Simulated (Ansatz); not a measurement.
Born–Oppenheimer molecular dynamics of CH₈FNOSi₂ (14 atoms, charge 0, multiplicity 1). It starts from a relaxed structure.

These are results of Ansatz 0.2.0, RKS r2SCAN-D4/STO-3G, not measurements.

```json
{
 "ensemble": "NVT, Nosé–Hoover chain",
 "time step": "1 fs",
 "steps asked": "226",
 "set temperature": "300 K",
 "thermostat": "time constant 100 fs, chain length 5",
 "seed": "763429"
}
```

First frame:

```xyz
14
Properties=species:S:1:pos:R:3
C -1.659 1.519 -0.397
Si 0.143 1.202 0.030
Si 0.728 -0.991 -0.231
N -0.212 -1.993 0.894
O 2.380 -1.382 0.045
F 0.387 -1.542 -1.740
H -2.328 0.914 0.225
H -1.871 1.276 -1.444
H -1.920 2.573 -0.241
H 0.374 1.602 1.404
H 0.976 2.052 -0.797
H -0.191 -1.560 1.851
H 0.282 -2.910 1.037
H 2.897 -0.789 -0.606
```

Task: How far do the bonds stretch over the last three quarters of this one trajectory? (Pairs bonded in most of those frames.)

Result: 
| bond | mean (Å) | spread (Å) | shortest | longest |
| --- | --- | --- | --- | --- |
| C1–Si2 | 1.883 | 0.018 | 1.85 | 1.92 |
| C1–H7 | 1.097 | 0.008 | 1.08 | 1.11 |
| C1–H8 | 1.097 | 0.005 | 1.09 | 1.11 |
| C1–H9 | 1.097 | 0.004 | 1.09 | 1.11 |
| Si2–Si3 | 2.273 | 0.016 | 2.25 | 2.31 |
| Si2–H10 | 1.451 | 0.017 | 1.42 | 1.48 |
| Si2–H11 | 1.452 | 0.028 | 1.41 | 1.49 |
| Si3–N4 | 1.797 | 0.033 | 1.74 | 1.86 |
| Si3–O5 | 1.722 | 0.018 | 1.69 | 1.76 |
| Si3–F6 | 1.648 | 0.025 | 1.60 | 1.69 |
| N4–H12 | 1.056 | 0.021 | 1.01 | 1.10 |
| N4–H13 | 1.057 | 0.024 | 1.01 | 1.10 |
| O5–H14 | 1.024 | 0.011 | 1.01 | 1.04 |

Mean temperature of the second half: 231 K. The conserved energy stayed within 0.82 meV per atom of its start (net change 0.63 meV per atom), so the integration is sound. The mean temperature of the second half is 23 % below the set value. A run of 0.23 ps of so small a system gives no equilibrium averages. Limits of this set-up: minimal basis.

The run took 15 min on 1 thread of Arm Neoverse V2, on a shared host, peak memory 0.1 GiB.
